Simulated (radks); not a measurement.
The numbers below are computed, except where a source is named.
These are the eigenvalues of the occupied orbitals of an atom or ion with whole-number occupations (hartree). Level of theory: Dirac Kohn-Sham, XLYP, spin-unpolarised, spherical densities, finite nucleus; Fermi nuclear charge, rms radius of each element as measured or else 0.836 A^(1/3) + 0.57 fm (a radial shooting solver on a logarithmic mesh with Libxc functionals).

| orbital | eigenvalue |
|---|---|
| 1s1/2 | -776.6948 |
| 2s1/2 | -149.5420 |
| 2p1/2 | -141.7978 |
| 2p3/2 | -137.7868 |
| 3s1/2 | -55.78800 |
| 3p1/2 | -53.06867 |
| 3p3/2 | -52.13497 |

Which element is it, and in what charge state? The configuration may be excited. Open shells, if any, fill j = l - 1/2 first.

Answer. Z = 42, molybdenum, charge +27: Mo27+ in [Ne] 3s2 3p3. The list shows which subshells hold electrons but not how many an open one holds; the 1s level, -776.69 hartree, gives Z - s = 39.4 by -(Z - s)^2/2, which with screening and relativity narrows Z to a few neighbours, and the depths of the outer levels then fix element, charge and occupations together.
